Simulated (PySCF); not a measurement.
C6H10FO (doublet state).
Z-matrix (Å and degrees, GFN2-xTB geometry), rows numbered from 1:
```
C 
C   1  1.5230
C   2  1.5302  1  111.51
C   3  1.5404  2  116.65  1    77.91
O   4  1.4333  3   91.18  2   114.40
C   5  1.3886  4   90.96  3     2.32
C   6  1.4610  3  134.84  2    37.32
F   7  1.4150  6  112.91  3   -58.05
H   1  1.0879  2  110.57  3    61.83
H   1  1.0870  2  110.21  3  -178.34
H   1  1.0879  2  110.76  3   -58.27
H   2  1.0914  1  109.90  3  -120.30
H   2  1.0914  1  110.18  3   121.39
H   3  1.0950  2  109.40  1   -53.69
H   4  1.0913  3  116.61  2  -130.96
H   4  1.0910  3  115.38  2     0.80
H   7  1.0949  6  111.69  3    59.16
H   7  1.0928  6  110.79  3  -176.04
```

The hyperfine couplings belong to this conformer and change with its torsions.

As a line formula: `CC[C@H]1CO[C]1CF` [radical].

The calculation used PySCF 2.14.0, UKS B3LYP, pcH-1 on C F H O, non-relativistic, mean-field spin-orbit, GIAO. The structure is a single GFN2-xTB conformer in the gas phase; no vibrational or solvent corrections. The geometry wasn't refined by DFT: couplings that depend on bond lengths, twists or pyramidal angles can differ widely from those at the functional's own minimum. The SCF solution wasn't tested for stability.

Task: Break the g tensor into its mass correction, gauge correction and orbital-Zeeman/spin–orbit terms.

Result: 
| Δg (ppm) | 1 | 2 | 3 |
| --- | --- | --- | --- |
| relativistic mass correction | -226 | -226 | -226 |
| gauge correction | 0 | 71 | 51 |
| orbital Zeeman/spin–orbit | -95 | 851 | 2205 |
| total | -321 | 695 | 2030 |

So g = 2.00200, 2.00301, 2.00435 and g_iso = 2.00312; the tensor is rhombic: the two nearest values differ by 43 % of g3 − g1. Axes: g3 points within 15° of the C6–C7 bond.

Task: Average each term over the three axes. Which is largest in size?

Result: The orbital-Zeeman/spin–orbit term 987, the mass correction -226 and the gauge correction 40 ppm, for a total of 801 ppm. The orbital-Zeeman/spin–orbit term is the largest in size. The mass correction is the same along every axis, so the anisotropy comes from the other two: their spans along these axes are 71 (gauge) and 2300 ppm (orbital Zeeman/spin–orbit).

Task: At 9.575 GHz, how far is the centre of the isotropic spectrum from where a free electron (g = 2.002319) resonates?

Result: B = hν/(g μB) with μB/h = 13.99624 MHz/mT gives 341.66 mT for the free electron and 341.52 mT at g_iso, 0.14 mT lower.

Task: What are the electron Larmor frequencies g μB B/h along the three axes at 340 mT?

Result: 9.5270, 9.5318, 9.5381 GHz for g1, g2 and g3, a range of 11.2 MHz.

Task: In a frozen sample, at which fields do the three g values resonate at 9.5, 34, 94 and 263 GHz (hyperfine left aside), and which band first spreads them over more than twice a line width of 1.0 mT?

Result: 
```
band    GHz  B(g3) mT  B(g2) mT  B(g1) mT  spread mT
   X    9.5    338.64    338.87    339.04       0.40
   Q   34.0   1211.98   1212.78   1213.40       1.42
   W   94.0   3350.76   3352.99   3354.69       3.93
   J  263.0   9374.99   9381.24   9386.00      11.01
```

The spread grows in proportion to the frequency. W band is the first where it exceeds 2.0 mT.

The largest Mulliken spin populations are on C6 (+0.78) and O5 (+0.16). The angles at C6 add up to 353.8°, so it is slightly pyramidal.

The HOMO–LUMO gaps are 5.93 eV among the α and 7.09 eV among the β orbitals.
